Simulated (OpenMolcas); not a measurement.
N I: effect of the active space

| Item | Value |
| --- | --- |
| Program | OpenMolcas |
| Method | CASSCF or its RAS form |
| Basis | ANO-RCC-VQZP |
| Scalar Hamiltonian | DKH2, point nucleus |
| Spin-orbit coupling | state interaction with AMFI integrals over the reference wave functions, term energies averaged over their components |

A. 3 electrons in 3 orbitals (2p); 2S+1 = 4 odd, 1 root; 2S+1 = 2 odd, 8 roots; cost of the order of 2.3 core-seconds
B. 5 electrons in 4 orbitals (2s 2p); 2S+1 = 4 odd, 1 root; 2S+1 = 2 odd, 8 roots; 2S+1 = 4 even, 3 roots; cost roughly 7 core-seconds
C. 5 electrons in 8 orbitals (2s 2p 3s 3p); 2S+1 = 4 odd, 1 root; 2S+1 = 2 odd, 8 roots; 2S+1 = 4 even, 3 roots; 2S+1 = 2 even, 5 roots kept (CI in the orbitals of an earlier block, 0 in the spin-orbit step); cost about 21 core-seconds
D. 3 electrons in 9 orbitals (RAS2 2p; RAS3 3s 3d, at most 1 electron); 2S+1 = 4 odd, 1 root; 2S+1 = 2 odd, 8 roots; 2S+1 = 4 even, 3 roots; 2S+1 = 2 even, 8 roots; cost roughly 17 core-seconds
E. 5 electrons in 9 orbitals (RAS2 2s 2p; RAS3 3d, at most 2 electrons); 2S+1 = 4 odd, 1 root; 2S+1 = 2 odd, 8 roots; 2S+1 = 4 even, 3 roots; 2S+1 = 2 even, 5 roots (0 in the spin-orbit step); cost roughly 20 core-seconds

Energies in cm-1 above 2s2 2p3 4S* 3/2, the measured ground level; measured values from NIST Handbook of Basic Atomic Spectroscopic Data.

| Level | A | B | C | D | E | Measured |
| --- | --- | --- | --- | --- | --- | --- |
| 2s2 2p3 4S* 3/2 | 0.0 | 0.0 | 0.0 | 0.0 | 0.0 | 0.0 |
| 2s2 2p3 2D* 3/2 | 23011 | 22997 | 22209 | 23011 | 22544 | 19233 |
| 2s2 2p3 2D* 5/2 | 23011 | 22998 | 22214 | 23011 | 22544 | 19224 |
| 2s2 2p3 2P* 1/2 | 37994 | 30308 | 28502 | 37994 | 33459 | 28839 |
| 2s2 2p3 2P* 3/2 | 37994 | 30306 | 28506 | 37994 | 33457 | 28839 |

Deviations, from unrounded energies. A percentage is the sum of absolute deviations over the sum of measured energies, with the sign that they share, or ± where signs differ.

```csv
Against measurement,Levels,A,B,C,D,E
mean absolute deviation (cm-1),4,6500,2600,1700,6500,4000
other terms of the ground configuration (%),4,+26.9,+10.9,±6.9,+26.9,+16.5
```

C lies closest to measurement on these levels and D furthest from it. The largest miss of C in the table is 2s2 2p3 2D* 5/2, by +3000 cm-1. The ranking rests on the paired levels alone, and a cruder setting can come out closer through cancelling errors.

Among A to E the level of the table that moves most is 2s2 2p3 2P* 1/2, by 9500 cm-1 (lowest in C, highest in D).

Without dynamic correlation excited terms often stand tens of per cent too high (terms of higher spin than the ground term too low), and those without a measured partner can miss by more than the paired ones. With the s shell closed, the reference lacks s² → p² mixing (holds for A; D). Active for correlation alone: 3p 3s; no level in the range computed is led by a configuration that fills them, so any true level of that kind is missing (holds for C). No level of 2s2 2p2 3d was computed, though it lies in the active space (holds for D). Active for correlation alone: 3d; no level in the range computed is led by a configuration that fills it, so any true level of that kind is missing (holds for E). Computed and measured levels are paired by configuration, term and J; levels that our copy of the source lacks, or whose pairing is in doubt (as where it misses far off the trend of its configuration), stay unpaired and out of the deviations. Only configurations of the active space appear. The table leaves out levels that lie high or whose names do not pair safely across all columns.

* marks odd parity.
